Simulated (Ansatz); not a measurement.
Mulliken charges of CH4MgOS, SMILES `C[S][Mg][OH]` from PBE/def2-TZVPP in Ansatz (PBE0-D4/def2-TZVP geometry).

```json
{"atom": "C1", "x (Å)": "0.184", "y (Å)": "1.695", "z (Å)": "-0.391", "charge (e)": "-0.276"}
{"atom": "S2", "x (Å)": "1.380", "y (Å)": "0.564", "z (Å)": "0.404", "charge (e)": "-0.391"}
{"atom": "Mg3", "x (Å)": "0.268", "y (Å)": "-1.429", "z (Å)": "0.459", "charge (e)": "0.749"}
{"atom": "O4", "x (Å)": "-0.611", "y (Å)": "-2.953", "z (Å)": "0.445", "charge (e)": "-0.612"}
{"atom": "H5", "x (Å)": "0.660", "y (Å)": "2.674", "z (Å)": "-0.440", "charge (e)": "0.118"}
{"atom": "H6", "x (Å)": "-0.057", "y (Å)": "1.384", "z (Å)": "-1.407", "charge (e)": "0.121"}
{"atom": "H7", "x (Å)": "-0.733", "y (Å)": "1.792", "z (Å)": "0.189", "charge (e)": "0.120"}
{"atom": "H8", "x (Å)": "-0.998", "y (Å)": "-3.783", "z (Å)": "0.685", "charge (e)": "0.171"}
```

Question: By hand: the dipole of these point charges (1 e Å = 4.8032 D).

Answer: Σ q r = (-0.203, 0.100, -0.061) e Å, of length 0.234 e Å = 1.12 D.

Question: How does the dipole of the full density compare? (An estimate is asked.)

Answer: Ansatz gave: (-0.254, -0.067, -0.019) e Å, 1.27 D; the point charges give 0.88 times that, at 42° from its direction.

Point charges leave out the atoms' own dipoles, such as those of lone pairs, and Mulliken's split depends on the basis, so the two needn't agree.
